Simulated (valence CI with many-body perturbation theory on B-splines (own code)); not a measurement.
The numbers below are computed, except where a source is named.
**Hyperfine factors and g values of Ta XXXIII**

Level of theory: valence CI with perturbative core correlation (CI+MBPT): five valence electrons over a frozen Dirac-Fock core [Kr], a basis of 7 s, 7 p, 8 d, 6 f, 4 g, 1 h functions for each j, with the one-electron correlation potential Σ1 (screened to all orders), the two-electron term Σ2, the three-electron term Σ3, Breit, model QED; selected single and double excitations, second order for the rest (own B-spline code, finite nucleus).

The last digits are not significant, and no measured levels were compared; by estimate large intervals hold to a few tenths of a per cent, small ones and those within an open d or f shell to about a per cent. Only levels of the ground parity were solved; by the run's estimate the other parity begins above the list, which can be wrong where configurations are misplaced.

A/g_I is the dipole constant over the nuclear g factor μ/I (μ in nuclear magnetons, uniformly magnetised nucleus), B/Q the quadrupole constant per barn. Both hold the static response of the core; the bare values leave it out. Large factors of s and p1/2 electrons are usually good to 5 to 10 %; those of open d and f shells near neutrality can be off by tens of per cent, and small factors of p3/2, d and f electrons come from cancelling terms and can be off by a factor of two or in sign, in half-filled shells by more. B is blank for J = 1/2, where it vanishes, and for nearly pure S terms. Energies count from the lowest level.

Levels are named by their leading jj configuration (3d3/2^4 stands for four electrons in 3d with j = 3/2), which in mixed levels can hold well under half, so a name can repeat and another be missing. Letters in brackets count levels of one name in rising energy.

| Level | E (eV) | g | A/g_I (MHz) | A/g_I bare | B/Q (MHz/b) | B/Q bare |
| --- | --- | --- | --- | --- | --- | --- |
| (4d3/2^4 4d5/2) J=5/2 | 0.000 | 1.388 | 6710 | 7420 | 13800 | 13200 |
| (4d3/2^3 4d5/2^2) J=5/2 [a] | 11.590 | 1.330 | 4620 | 5200 | 7130 | 6820 |
| (4d3/2^3 4d5/2^2) J=7/2 [a] | 16.120 | 1.161 | 9700 | 9870 | 18400 | 17700 |
| (4d3/2^3 4d5/2^2) J=3/2 [a] | 16.592 | 1.200 | 11900 | 12100 | 14500 | 14000 |
| (4d3/2^3 4d5/2^2) J=11/2 | 17.050 | 1.121 | 12500 | 12600 | -589 | -653 |
| (4d3/2^3 4d5/2^2) J=9/2 | 18.487 | 1.145 | 11100 | 11300 | 17400 | 16700 |
| (4d3/2^3 4d5/2^2) J=5/2 [b] | 19.413 | 1.140 | 11600 | 11700 | 509 | 514 |
| (4d3/2^3 4d5/2^2) J=1/2 | 20.224 | 1.812 | -7160 | -5390 |  |  |
| (4d3/2^3 4d5/2^2) J=7/2 [b] | 21.337 | 1.088 | 13700 | 13700 | -18900 | -18200 |
| (4d3/2^3 4d5/2^2) J=3/2 [b] | 26.434 | 0.786 | 22300 | 21600 | -17000 | -16300 |
| (4d3/2^2 4d5/2^3) J=5/2 [a] | 27.665 | 1.268 | 4490 | 4930 | 1040 | 1010 |
| (4d3/2^2 4d5/2^3) J=7/2 [a] | 30.384 | 1.217 | 8280 | 8580 | -1690 | -1640 |
| (4d3/2^2 4d5/2^3) J=11/2 | 31.022 | 1.085 | 12500 | 12400 | 506 | 501 |
| (4d3/2^2 4d5/2^3) J=9/2 [a] | 31.631 | 1.147 | 10600 | 10800 | -2580 | -2490 |
| (4d3/2^2 4d5/2^3) J=1/2 [a] | 32.553 | 0.542 | 33300 | 32000 |  |  |
| (4d3/2^2 4d5/2^3) J=13/2 | 33.202 | 1.073 | 13300 | 13300 | -7.10 | 5.15 |
| (4d3/2^2 4d5/2^3) J=3/2 [a] | 33.423 | 1.188 | 10300 | 10500 | 694 | 653 |
| (4d3/2^2 4d5/2^3) J=5/2 [b] | 33.885 | 1.018 | 14800 | 14600 | -2860 | -2730 |
| (4d3/2^2 4d5/2^3) J=9/2 [b] | 36.170 | 1.109 | 12000 | 12100 | 830 | 801 |
| (4d3/2^2 4d5/2^3) J=7/2 [b] | 36.826 | 0.988 | 16400 | 16100 | -981 | -945 |
| (4d3/2^2 4d5/2^3) J=5/2 [c] | 37.310 | 1.047 | 13900 | 13800 | 2860 | 2730 |
| (4d3/2^2 4d5/2^3) J=3/2 [b] | 37.914 | 0.843 | 20500 | 19900 | 1560 | 1530 |
| (4d3/2^2 4d5/2^3) J=1/2 [b] | 39.645 | 1.804 | -8360 | -6620 |  |  |
| (4d3/2^2 4d5/2^3) J=7/2 [c] | 39.881 | 1.045 | 14700 | 14600 | 1440 | 1390 |
| (4d3/2^2 4d5/2^3) J=9/2 [c] | 42.792 | 1.105 | 12200 | 12200 | 8800 | 8500 |
| (4d3/2 4d5/2^4) J=5/2 [a] | 46.275 | 1.266 | 6110 | 6540 | -8040 | -7710 |
| (4d3/2^2 4d5/2^3) J=3/2 [c] | 48.051 | 1.185 | 9790 | 10000 | -6790 | -6560 |
| (4d3/2^2 4d5/2^3) J=5/2 [d] | 49.102 | 1.133 | 9380 | 9480 | 6720 | 6500 |
| (4d3/2 4d5/2^4) J=7/2 [a] | 49.651 | 1.191 | 9170 | 9410 | -22100 | -21300 |
| (4d3/2 4d5/2^4) J=11/2 | 50.704 | 1.071 | 13000 | 12900 | 169 | 263 |
| (4d3/2 4d5/2^4) J=3/2 [a] | 50.855 | 0.964 | 14200 | 13900 | -15600 | -15000 |
| (4d3/2 4d5/2^4) J=9/2 | 53.144 | 1.114 | 11500 | 11500 | -24400 | -23500 |
| (4d3/2 4d5/2^4) J=5/2 [b] | 54.689 | 1.112 | 11600 | 11600 | 2740 | 2640 |
| (4d3/2 4d5/2^4) J=7/2 [b] | 55.765 | 0.999 | 14900 | 14700 | 23800 | 22900 |
| (4d3/2 4d5/2^4) J=1/2 | 58.786 | 1.165 | -2220 | -2000 |  |  |
| (4d3/2 4d5/2^4) J=3/2 [b] | 64.373 | 0.874 | 21600 | 21100 | 22600 | 21800 |
| (4d5/2^5) J=5/2 | 69.102 | 1.152 | 9140 | 9290 | -23800 | -22900 |

(1) Take the isotope of mass number 181, with I = 7/2, μ = 2.365 μN and Q = 3.17 b. What is the hyperfine structure of (4d3/2^3 4d5/2^2) J=1/2?

Answers

(1) From the table A = -4840 MHz. Shifts from the centre of gravity in MHz: F = 3: 10900, F = 4: -8470.
